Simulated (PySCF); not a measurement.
## [Pb(NH2)3]+: from a saddle point downhill

PySCF 2.14.0, RKS PBE0, Pb def2-SVP with ECP60, N def2-SVP, H def2-SVP; non-relativistic Hamiltonian with scalar-relativistic core potentials where named; density fitting; no spin-orbit coupling. Relaxed within the symmetry of its start, the geometry (D3h) is

```xyz
10

Pb    0.0000    0.0000    0.0000
N     2.0612    0.0000    0.0000
H     2.5870    0.0000    0.8680
H     2.5870    0.0000   -0.8680
N    -1.0306    1.7850    0.0000
H    -1.2935    2.2404    0.8680
H    -1.2935    2.2404   -0.8680
N    -1.0306   -1.7850    0.0000
H    -1.2935   -2.2404    0.8680
H    -1.2935   -2.2404   -0.8680
```

and its lowest harmonic modes are -704, -655, -655, -628, -544, -544 cm⁻¹ (negative: unstable). It was moved along the lowest mode and relaxed again, within the group C3h that the move left.

Task: Where does it end, and how much lower?

Result: In C3h, 0.769 eV lower, after 6 steps:
```xyz
10

Pb    0.0000    0.0000    0.0000
N     2.1309    0.2181    0.0000
H     2.4823   -0.3070    0.8124
H     2.4823   -0.3070   -0.8124
N    -1.2543    1.7363    0.0000
H    -0.9753    2.3033    0.8124
H    -0.9753    2.3033   -0.8124
N    -0.8766   -1.9544    0.0000
H    -1.5070   -1.9963    0.8124
H    -1.5070   -1.9963   -0.8124
```

Task: How do the contacts change?

Result: 
```
     contact  saddle (Å)  end (Å)
Pb1–N2 (NH2)       2.061    2.142
Pb1–N5 (NH2)       2.061    2.142
Pb1–N8 (NH2)       2.061    2.142
```


Task: Is the end a minimum?

Result: No, 3 of the modes stay unstable (below −25 cm⁻¹); lowest modes -325, -316, -316, 112, 112, 129 cm⁻¹.

State: singlet.
